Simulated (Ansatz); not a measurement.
`B[C@]1(Cl)C[C@H]1Cl`. Total charge 0; spin multiplicity 1.

```json
{"atom": "B1", "x (Å)": "0.250", "y (Å)": "1.543", "z (Å)": "-0.556"}
{"atom": "C2", "x (Å)": "0.542", "y (Å)": "0.097", "z (Å)": "-0.162"}
{"atom": "Cl3", "x (Å)": "2.214", "y (Å)": "-0.438", "z (Å)": "-0.154"}
{"atom": "C4", "x (Å)": "-0.499", "y (Å)": "-0.980", "z (Å)": "-0.452"}
{"atom": "C5", "x (Å)": "-0.391", "y (Å)": "-0.476", "z (Å)": "0.923"}
{"atom": "Cl6", "x (Å)": "0.255", "y (Å)": "-1.474", "z (Å)": "2.187"}
{"atom": "H7", "x (Å)": "-0.896", "y (Å)": "1.890", "z (Å)": "-0.555"}
{"atom": "H8", "x (Å)": "1.117", "y (Å)": "2.308", "z (Å)": "-0.842"}
{"atom": "H9", "x (Å)": "-0.083", "y (Å)": "-1.961", "z (Å)": "-0.642"}
{"atom": "H10", "x (Å)": "-1.362", "y (Å)": "-0.709", "z (Å)": "-1.047"}
{"atom": "H11", "x (Å)": "-1.147", "y (Å)": "0.199", "z (Å)": "1.301"}
```

**Question.** List the harmonic frequencies (cm⁻¹, unscaled) at PBE0-D4/def2-TZVP in Ansatz. (An estimate is asked.)

**Answer.** The calculation gave: 90, 160, 268, 294, 350, 403, 455, 579, 686, 790, 824, 928, 977, 1005, 1025, 1075, 1125, 1172, 1241, 1276, 1349, 1462, 2589, 2693, 3159, 3213, 3255.

**Question.** Is this a minimum?

**Answer.** Yes, all 27 modes are real.

**Question.** Give the ideal-gas thermochemistry at 298.15 K and 1 bar (rigid rotor, harmonic oscillator; point group C1, symmetry number 1).

**Answer.** Zero-point energy 194.0 kJ/mol; H(298) − E = 214.2 kJ/mol; entropy 344.8 J/(mol·K), of which translation 168.9, rotation 117.1, vibration 58.8; G(298) − E = 111.4 kJ/mol. Modes under 100 cm⁻¹ are hindered rotations or soft bends, so the harmonic entropy is rough.

**Question.** Rotational constants (cm⁻¹)?

**Answer.** 0.1093, 0.06245, 0.04768.
